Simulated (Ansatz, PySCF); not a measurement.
Another site gives an ion 46588.00 eV lower (`O=[CH][GeH3]`) at the level PBE-D3(BJ)/def2-TZVP // TPSSh-D3(BJ)/def2-TZVP (PySCF).

Cartesian coordinates (Å):
```xyz
8

O      1.4264     1.1635    -0.1675
C      1.4772    -0.0320    -0.0285
O      0.3982    -0.8206     0.0804
Si    -1.1232    -0.0508     0.0192
H      2.4049    -0.6157     0.0241
H     -1.3060     0.6101    -1.2862
H     -1.2572     0.9009     1.1376
H     -2.0600    -1.1793     0.1736
```
Charge 0, multiplicity 1.

The numbers are results of frozen-core CCSD(T)/cc-pVTZ // TPSSh-D3(BJ)/def2-TZVP (Ansatz, a first-principles code), not measurements.

```yaml
HF energy: -478.98562 Ha
MP2 correlation energy: -0.74793 Ha
```

Q: Estimate the CCSD correlation energy, the (T) correction, the total energy and the T1 diagnostic.

A: 
```
Property                         Value
-----------------------  -------------
CCSD correlation energy    -0.77044 Ha
(T) correction             -0.03121 Ha
CCSD(T) total energy     -479.78727 Ha
T1 diagnostic                    0.016
```
